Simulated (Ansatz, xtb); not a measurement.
## Relative energy of two isomers of ClFH6Si3

Structure a is `F[Si]([SiH3])([SiH3])Cl`, a singlet and structure b is `F[Si@@H](Cl)[SiH2][SiH3]`, a singlet. Both are isolated molecules in the gas phase, relaxed with r2SCAN-D4/def2-SVP; each stands in its lowest conformer found.

Problem. Estimate which is lower in electronic energy at CCSD(T)/def2-SVP + ΔMP2/def2-TZVPP, and by roughly how much.

Solution. The CCSD(T)/def2-SVP + ΔMP2/def2-TZVPP calculation puts structure b lower, by 2.8 kcal/mol.

How the difference moves with the method:

| level | geometry | E(b) − E(a) (kcal/mol) | departure from the last row (kcal/mol) | job, with rough time for the two |
| --- | --- | --- | --- | --- |
| r2SCAN-D4/def2-SVP | r2SCAN-D4/def2-SVP | −2.9 | −0.1 | optimisation, 2.6 min |
| HF/def2-SVP | r2SCAN-D4/def2-SVP | −3.1 | −0.4 | part of the CCSD(T) run |
| MP2/def2-SVP | r2SCAN-D4/def2-SVP | −3.8 | −1.0 | part of the CCSD(T) run |
| CCSD(T)/def2-SVP | r2SCAN-D4/def2-SVP | −3.4 | −0.7 | single point |
| CCSD(T)/def2-SVP + ΔMP2/def2-TZVPP | r2SCAN-D4/def2-SVP | −2.8 |  | single point, 75 s |

As drawn, both hold the same kinds of bond in the same numbers.

None of the levels shown reverses the order. The largest departure from CCSD(T)/def2-SVP + ΔMP2/def2-TZVPP is that of MP2/def2-SVP, 1.0 kcal/mol. Levels run at GFN2-xTB geometries aren't shown. The last row adds to CCSD(T) the change of the MP2 difference between the two basis sets, here +0.7 kcal/mol.

With thermal terms from frequencies at re-optimised GFN2-xTB minima (ideal gas, soft modes damped towards free rotors, one conformer each, 298.15 K, 1 atm): on the last row, ΔE + ΔZPE = −2.4, ΔH = −2.7, ΔG = −2.1 kcal/mol.

The correlated steps freeze 21 core orbitals. Mirror images aren't counted in ΔG. Programs: Ansatz 0.2.0, xtb 6.7.1; the last row on 2 threads of Intel(R) Xeon(R) Processor @ 2.50GHz (Skylake/Cascade Lake) on a shared host.
